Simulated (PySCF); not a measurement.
# Shifts of the heteroatoms

Geometry:
```json
{"atom": "O1", "x (Å)": "0.461", "y (Å)": "1.891", "z (Å)": "-0.971"}
{"atom": "C2", "x (Å)": "-0.523", "y (Å)": "1.188", "z (Å)": "-0.843"}
{"atom": "C3", "x (Å)": "-0.573", "y (Å)": "0.201", "z (Å)": "0.223"}
{"atom": "Si4", "x (Å)": "-1.922", "y (Å)": "0.753", "z (Å)": "1.466"}
{"atom": "Si5", "x (Å)": "-0.971", "y (Å)": "-1.544", "z (Å)": "-0.488"}
{"atom": "Si6", "x (Å)": "1.176", "y (Å)": "0.418", "z (Å)": "0.969"}
{"atom": "C7", "x (Å)": "2.435", "y (Å)": "-0.375", "z (Å)": "-0.280"}
{"atom": "F8", "x (Å)": "2.501", "y (Å)": "-1.716", "z (Å)": "-0.076"}
{"atom": "F9", "x (Å)": "2.160", "y (Å)": "-0.235", "z (Å)": "-1.589"}
{"atom": "F10", "x (Å)": "3.689", "y (Å)": "0.078", "z (Å)": "-0.105"}
{"atom": "H11", "x (Å)": "-1.384", "y (Å)": "1.297", "z (Å)": "-1.520"}
{"atom": "H12", "x (Å)": "-1.588", "y (Å)": "2.087", "z (Å)": "1.964"}
{"atom": "H13", "x (Å)": "-3.215", "y (Å)": "0.788", "z (Å)": "0.780"}
{"atom": "H14", "x (Å)": "-1.941", "y (Å)": "-0.208", "z (Å)": "2.564"}
{"atom": "H15", "x (Å)": "-0.029", "y (Å)": "-1.907", "z (Å)": "-1.540"}
{"atom": "H16", "x (Å)": "-0.915", "y (Å)": "-2.475", "z (Å)": "0.637"}
{"atom": "H17", "x (Å)": "-2.325", "y (Å)": "-1.486", "z (Å)": "-1.048"}
{"atom": "H18", "x (Å)": "1.651", "y (Å)": "1.745", "z (Å)": "1.330"}
{"atom": "H19", "x (Å)": "1.303", "y (Å)": "-0.493", "z (Å)": "2.119"}
```

PySCF 2.14.0 with density-fitted response routines calculation with GFN2-xTB geometry and shielding tensors at PBE0/pcSseg-1 (GIAO); single conformer, in vacuum, fast rotation and ring inversion assumed for equivalent nuclei, non-relativistic.

Question: Predict the 19F NMR data.

Answer: 
```tsv
atoms	environment	σ (ppm)	δ (ppm)
F8/F9/F10	fluorine of a CF3 group	237.0	-53.2
```

Shieldings were converted by a linear fit to measured shifts: 19F (scatter 6.0 ppm rms, 7.0 ppm with the 5 outliers that the fit left out vs CFCl3, solution or neat liquid, with a term for F on sp3 carbon). A few per cent of atoms miss by over 2 rms, more outside the fitted compound classes.

On a 300 MHz spectrometer 19F resonates near 282.3 MHz, so 1 ppm is 282.3 Hz.

Question: What are the 29Si shifts?

Answer: 
```
  atoms                 environment  σ (ppm)  δ (ppm)
    Si6  silicon bonded to 2 C, 2 H    397.7    -46.9
Si4/Si5    silicon bonded to C, 3 H    420.6    -65.8
```

Shieldings were converted by a linear fit to measured shifts: 29Si (scatter 8.9 ppm rms, 25.8 ppm with the 6 outliers that the fit left out vs TMS, solution or neat liquid). Occasional misses reach two or three times the rms, and more in compound classes unlike the fitted ones.

On a 300 MHz spectrometer 29Si resonates near 59.6 MHz, so 1 ppm is 59.6 Hz.

Question: Predict the 17O NMR data.

Answer: 
| atoms | environment | σ (ppm) | δ (ppm) |
| --- | --- | --- | --- |
| O1 | aldehyde oxygen | -335.9 | 572.7 |

Shieldings were converted by a linear fit to measured shifts: 17O (scatter 10.7 ppm rms, 12.2 ppm with the 3 outliers that the fit left out vs liquid water, solution or neat liquid). Occasional misses reach two or three times the rms, and more in compound classes unlike the fitted ones.

On a 300 MHz spectrometer 17O resonates near 40.7 MHz, so 1 ppm is 40.7 Hz.
